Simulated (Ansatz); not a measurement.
Reaction (formal exchange of groups at the Si–Si bond): `O/C=C/[SiH2][SiH3]` + `C[SiH]1B[SiH2]1` → `C[SiH]1[SiH2]B1[SiH3]` + `O/C=C/[SiH3]`

Gas-phase electronic energies from Ansatz, PBE0-D4/def2-TZVP geometries. CCSD(T)/CBS is the MP2 limit (def2-TZVPP, def2-QZVPP) plus CCSD(T) − MP2 in def2-TZVPP, frozen cores. Double bonds are as drawn, so ΔE can hold a change between cis and trans. Each species was taken in one conformer, which may not be the lowest.

```json
{"species": "`O/C=C/[SiH2][SiH3]`", "CCSD(T)/def2-TZVPP energy (Eh)": "-734.08578"}
{"species": "`C[SiH]1B[SiH2]1`", "CCSD(T)/def2-TZVPP energy (Eh)": "-645.06372"}
{"species": "`C[SiH]1[SiH2]B1[SiH3]`", "CCSD(T)/def2-TZVPP energy (Eh)": "-935.32646"}
{"species": "`O/C=C/[SiH3]`", "CCSD(T)/def2-TZVPP energy (Eh)": "-443.83339"}
```

(1) Work out ΔE.

Largest T1 diagnostic among the species: 0.013.

Answers

(1) ΔE = (-935.32646) + (-443.83339) − (-734.08578) − (-645.06372) = -0.01035 Eh = -0.28 eV. CCSD(T)/CBS gives -0.27 eV.

The D4 term adds −0.04 eV with B3LYP and −0.02 eV with PBE0; it sums over pairs of atoms, weighted by their polarisabilities, and B3LYP, whose exchange is more repulsive, gets the larger term.

B3LYP here is the variant with VWN-RPA as its local correlation; programs differ in this.
